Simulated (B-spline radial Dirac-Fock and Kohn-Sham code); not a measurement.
ΔSCF core binding energies without Breit or QED terms, calculated with a B-spline atomic structure program.

A sound run for atomic tantalum in the configuration [Xe] 4f14 5d3 6s2: The ground state converged in 11 iterations, with total energy -15616.57817 Ha, virial ratio 1.89139 and highest orbital energy -6.91 eV. ΔSCF binding energies: K (1s) 67750.5 eV, L3 (2p3/2) 9913.4 eV, M5 (3d5/2) 1743.5 eV.

A second run, with one unsound setting: The ground state converged in 11 iterations, with total energy -13779.55508 Ha, virial ratio 2.07619 and highest orbital energy -5.41 eV. ΔSCF binding energies: K (1s) 47636.8 eV, L3 (2p3/2) 10002.6 eV, M5 (3d5/2) 1780.3 eV.

```
iter   energy (Ha)        error
   1   -13778.31891176  3.41e+00
   2   -13779.43497949  1.10e-01
   3   -13779.54581363  5.18e-02
   4   -13779.55385051  1.87e-02
   5   -13779.55495416  3.72e-03
   6   -13779.55506113  7.35e-04
   7   -13779.55507467  5.03e-04
   8   -13779.55507833  7.48e-05
   9   -13779.55507889  2.27e-05
  11   -13779.55507894  2.35e-07
```

Problem. Which fault fits the second run best?
A. overfilled shell
B. nuclear radius in wrong units
C. speed of light below Z
D. unbound anion

Solution. B. The input had radius_factor = 100.0: radius_factor inflates the nucleus far beyond its size, which weakens the binding of the inner electrons.
